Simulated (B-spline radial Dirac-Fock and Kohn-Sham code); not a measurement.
**Core-level shifts of copper with charge state**

Model: ΔSCF Dirac-Fock with Breit, self-energy and vacuum polarisation, finite nucleus, configuration average. Program: a B-spline atomic structure program. Each ion is free and in its tabulated ground configuration. Correlation energy is missing from these numbers.

Reference: Cu¹⁰⁺, [Ar] 3d1, with 1s 9283.7 eV, 2s 1409.7 eV. Shifts from it, in eV (a dash: the subshell is empty, belongs to an open shell averaged over j, or its hole state is left out as unreliable):

```csv
ion,configuration,1s,2s
Cu¹¹⁺,[Ne] 3s2 3p6,+45.2,+45.4
Cu¹²⁺,[Ne] 3s2 3p5,+95.6,+90.5
Cu¹³⁺,[Ne] 3s2 3p4,+147.8,+137.0
Cu¹⁴⁺,[Ne] 3s2 3p3,+201.9,+184.9
Cu¹⁵⁺,[Ne] 3s2 3p2,?,?
Cu¹⁶⁺,[Ne] 3s2 3p1,+315.6,+284.9
Cu¹⁷⁺,[Ne] 3s2,+375.3,+336.9
Cu¹⁸⁺,[Ne] 3s1,–,–
Cu¹⁹⁺,[He] 2s2 2p6,+493.2,+438.5
Cu²⁰⁺,[He] 2s2 2p5,+645.1,+536.9
```

Q: Give the missing shifts for Cu¹⁵⁺.

A: 1s +257.8, 2s +234.2 (eV).

Values without a named source are computed, but for edge energies of neutral atoms, which are taken from tables.
